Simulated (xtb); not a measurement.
C₂H₃O (SMILES C=C=[OH+]), charge +1, singlet, from a rough starting geometry; xtb with GFN2-xTB.

xtb was given this input:
```
$ xtb mol.xyz --gfn 2 --chrg 1 --opt vtight --json

# file mol.xyz
6

C      0.07565871    -0.10470393    -0.93373578
C      0.12385201    -0.06320577     0.37122245
H      0.08206758     0.82102119    -1.49179513
H      0.17210065    -1.00769907    -1.46867437
O      0.12252002    -0.04032576     1.51019626
H     -0.51553575     0.29184944     2.16394523
```

What does xtb print? Leave out banner, timings and long lists.


```
   ID    Z sym.   atoms
    1    6 C      1, 2
    2    1 H      3, 4, 6
    3    8 O      5

           -------------------------------------------------
          |                Calculation Setup                |
           -------------------------------------------------

           -------------------------------------------------
          |                 G F N 2 - x T B                 |
           -------------------------------------------------

          ...................................................
          :                      SETUP                      :
          :.................................................:
          :  # basis functions                  15          :
          :  # atomic orbitals                  15          :
          :  # shells                            9          :
          :  # electrons                        16          :
          :  max. iterations                   250          :
          :  Hamiltonian                  GFN2-xTB          :
          :  restarted?                      false          :
          :  GBSA solvation                  false          :
          :  PC potential                    false          :
          :  electronic temp.          300.0000000     K    :
          :  accuracy                    1.0000000          :
          :  -> integral cutoff          0.2500000E+02      :
          :  -> integral neglect         0.1000000E-07      :
          :  -> SCF convergence          0.1000000E-05 Eh   :
          :  -> wf. convergence          0.1000000E-03 e    :
          :  Broyden damping             0.4000000          :
          :  net charge                          1          :
          :  unpaired electrons                  0          :
          ...................................................

 iter      E             dE          RMSdq      gap      omega  full diag
   1     -9.3553584 -0.935536E+01  0.723E+00    5.22       0.0  T
   2     -9.3903467 -0.349884E-01  0.635E+00    3.32       1.0  T
   3     -9.4887458 -0.983991E-01  0.342E+00    4.02       1.0  T
   4     -9.4866316  0.211419E-02  0.104E+00    3.73       1.0  T
   5     -9.4920286 -0.539695E-02  0.222E-01    3.84       1.0  T
   6     -9.4921220 -0.934508E-04  0.872E-02    3.87       1.0  T
   7     -9.4921466 -0.245132E-04  0.168E-02    3.86       2.4  T
   8     -9.4921468 -0.200697E-06  0.443E-03    3.86       9.2  T
   9     -9.4921468 -0.277172E-07  0.115E-03    3.86      35.5  T
  10     -9.4921468 -0.284504E-08  0.410E-04    3.86      99.5  T
  11     -9.4921468  0.102176E-10  0.134E-04    3.86     304.4  T

   *** convergence criteria satisfied after 11 iterations ***

         :::::::::::::::::::::::::::::::::::::::::::::::::::::
         ::                     SUMMARY                     ::
         :::::::::::::::::::::::::::::::::::::::::::::::::::::
         :: total energy              -9.316623000514 Eh    ::
         :: gradient norm              0.227865509229 Eh/a0 ::
         :: HOMO-LUMO gap              3.858182179114 eV    ::
         ::.................................................::
         :: SCC energy                -9.492146794630 Eh    ::
         :: -> isotropic ES            0.130346415113 Eh    ::
         :: -> anisotropic ES         -0.014823258298 Eh    ::
         :: -> anisotropic XC          0.006903820973 Eh    ::
         :: -> dispersion             -0.001249494306 Eh    ::
         :: repulsion energy           0.175523794116 Eh    ::
         :: add. restraining           0.000000000000 Eh    ::
         :: total charge               1.000000000000 e     ::
         :::::::::::::::::::::::::::::::::::::::::::::::::::::

      -----------------------------------------------------------
     |                   =====================                   |
     |                        A N C O P T                        |
     |                   =====================                   |
     |               Approximate Normal Coordinate               |
     |                Rational Function Optimizer                |
      -----------------------------------------------------------
      -----------------------------------------------------------
     |                   =====================                   |
     |                        A N C O P T                        |
     |                   =====================                   |
     |               Approximate Normal Coordinate               |
     |                Rational Function Optimizer                |
      -----------------------------------------------------------

          ...................................................
          :                      SETUP                      :
          :.................................................:
          :   optimization level         verytight          :
          :   max. optcycles                   200          :
          :   ANC micro-cycles                  20          :
          :   degrees of freedom                12          :
          :.................................................:
          :   RF solver                   davidson          :
          :   write xtbopt.log                true          :
          :   linear?                        false          :
          :   energy convergence         0.1000000E-06 Eh   :
          :   grad. convergence          0.2000000E-03 Eh/α :
          :   maxmium RF displ.          1.0000000          :
          :   Hlow (freq-cutoff)         0.1000000E-01      :
          :   Hmax (freq-cutoff)         5.0000000          :
          :   S6 in model hess.         20.0000000          :
          ...................................................

generating ANC from exact Hessian ...
Using Lindh-Hessian (1995)
 Shifting diagonal of input Hessian by    8.6683987591781204E-003
 Lowest  eigenvalues of input Hessian
    0.000000    0.000000    0.000000    0.000000    0.000000    0.000000
[...]
 * total energy  :    -9.3300516 Eh     change       -0.1342859E-01 Eh
 * total energy  :    -9.3269643 Eh     change        0.3087311E-02 Eh
 * total energy  :    -9.3316229 Eh     change       -0.4658665E-02 Eh
 * total energy  :    -9.3291703 Eh     change        0.2452624E-02 Eh
 * total energy  :    -9.3327224 Eh     change       -0.3552052E-02 Eh
 * total energy  :    -9.3328310 Eh     change       -0.1086150E-03 Eh
 * total energy  :    -9.3330947 Eh     change       -0.2637213E-03 Eh
 * total energy  :    -9.3331860 Eh     change       -0.9133301E-04 Eh
 * total energy  :    -9.3332100 Eh     change       -0.2390933E-04 Eh
 * total energy  :    -9.3332232 Eh     change       -0.1329050E-04 Eh
 * total energy  :    -9.3332292 Eh     change       -0.5999871E-05 Eh
 * total energy  :    -9.3332301 Eh     change       -0.8380239E-06 Eh
 * total energy  :    -9.3332301 Eh     change       -0.3993043E-07 Eh
   *** GEOMETRY OPTIMIZATION CONVERGED AFTER 14 ITERATIONS ***
[...]
          :  GBSA solvation                  false          :
          :  PC potential                    false          :
          :  electronic temp.          300.0000000     K    :
          :  accuracy                    1.0000000          :
          :  -> integral cutoff          0.2500000E+02      :
          :  -> integral neglect         0.1000000E-07      :
          :  -> SCF convergence          0.1000000E-05 Eh   :
          :  -> wf. convergence          0.1000000E-03 e    :
          :  Broyden damping             0.4000000          :
          :  net charge                          1          :
          :  unpaired electrons                  0          :
          ...................................................

 iter      E             dE          RMSdq      gap      omega  full diag
   1     -9.4936097 -0.949361E+01  0.733E-05    4.30       0.0  T
   2     -9.4936097 -0.588862E-11  0.433E-05    4.30     942.2  T
   3     -9.4936097  0.108358E-12  0.283E-05    4.30    1440.3  T

   *** convergence criteria satisfied after 3 iterations ***

         :::::::::::::::::::::::::::::::::::::::::::::::::::::
         ::                     SUMMARY                     ::
         :::::::::::::::::::::::::::::::::::::::::::::::::::::
         :: total energy              -9.333230119728 Eh    ::
         :: gradient norm              0.000118708313 Eh/a0 ::
         :: HOMO-LUMO gap              4.297558539601 eV    ::
         ::.................................................::
         :: SCC energy                -9.493609661324 Eh    ::
         :: -> isotropic ES            0.129851696100 Eh    ::
         :: -> anisotropic ES         -0.015048330980 Eh    ::
         :: -> anisotropic XC          0.007313815244 Eh    ::
         :: -> dispersion             -0.001238669765 Eh    ::
         :: repulsion energy           0.160379541595 Eh    ::
         :: add. restraining           0.000000000000 Eh    ::
         :: total charge               1.000000000000 e     ::
         :::::::::::::::::::::::::::::::::::::::::::::::::::::

           -------------------------------------------------
          |                Property Printout                |
           -------------------------------------------------

    * Orbital Energies and Occupations

         #    Occupation            Energy/Eh            Energy/eV
      -------------------------------------------------------------
         1        2.0000           -1.0230209             -27.8378
         2        2.0000           -0.9362419             -25.4764
         3        2.0000           -0.8932344             -24.3061
         4        2.0000           -0.8532728             -23.2187
         5        2.0000           -0.8463971             -23.0316
         6        2.0000           -0.7665588             -20.8591
         7        2.0000           -0.7330046             -19.9461
         8        2.0000           -0.6875270             -18.7086 (HOMO)
         9                         -0.5295947             -14.4110 (LUMO)
        10                         -0.4553007             -12.3894
        11                         -0.2007589              -5.4629
        12                         -0.0776518              -2.1130
        13                          0.0565376               1.5385
        14                          0.1188359               3.2337
        15                          0.8823336              24.0095
      -------------------------------------------------------------
                  HL-Gap            0.1579324 Eh            4.2976 eV
             Fermi-level           -0.6085609 Eh          -16.5598 eV

     #   Z          covCN         q      C6AA      α(0)
     1   6 C        2.831    -0.105    30.639     9.071
     2   6 C        1.836     0.271    24.945     8.069
     3   1 H        0.925     0.245     0.896     1.480
     4   1 H        0.925     0.245     0.895     1.480
     5   8 O        1.658    -0.078    15.547     5.323
     6   1 H        0.802     0.421     0.447     1.051

 Mol. C6AA /au·bohr⁶  :        288.474255
 Mol. C8AA /au·bohr⁸  :       6892.574486
 Mol. α(0) /au        :         26.472406

Wiberg/Mayer (AO) data.
largest (>0.10) Wiberg bond orders for each atom

 ---------------------------------------------------------------------------
     #   Z sym  total        # sym  WBO       # sym  WBO       # sym  WBO
 ---------------------------------------------------------------------------
     1   6 C    3.963 --     2 C    2.105     3 H    0.827     4 H    0.827
                             5 O    0.152
     2   6 C    3.846 --     1 C    2.105     5 O    1.623
     3   1 H    0.940 --     1 C    0.827
     4   1 H    0.940 --     1 C    0.827
     5   8 O    2.636 --     2 C    1.623     6 H    0.770     1 C    0.152
     6   1 H    0.822 --     5 O    0.770
 ---------------------------------------------------------------------------

Topologies differ in total number of bonds
Writing topology from bond orders to xtbtopo.mol

molecular dipole:
                 x           y           z       tot (Debye)
 q only:       -0.351       0.018       0.451
   full:       -0.515       0.036       0.569       1.953
molecular quadrupole (traceless):
                xx          xy          yy          xz          yz          zz
 q only:       -5.285      -0.129      -3.805      -3.223       1.090       9.089
  q+dip:       -6.704      -0.122      -3.842      -4.369       1.258      10.547
   full:       -5.813      -0.135      -3.188      -4.364       1.101       9.001

optimized geometry written to: xtbopt.xyz

           -------------------------------------------------
          | TOTAL ENERGY               -9.333230119728 Eh   |
          | GRADIENT NORM               0.000118708313 Eh/α |
          | HOMO-LUMO GAP               4.297558539601 eV   |
           -------------------------------------------------

normal termination of xtb
```
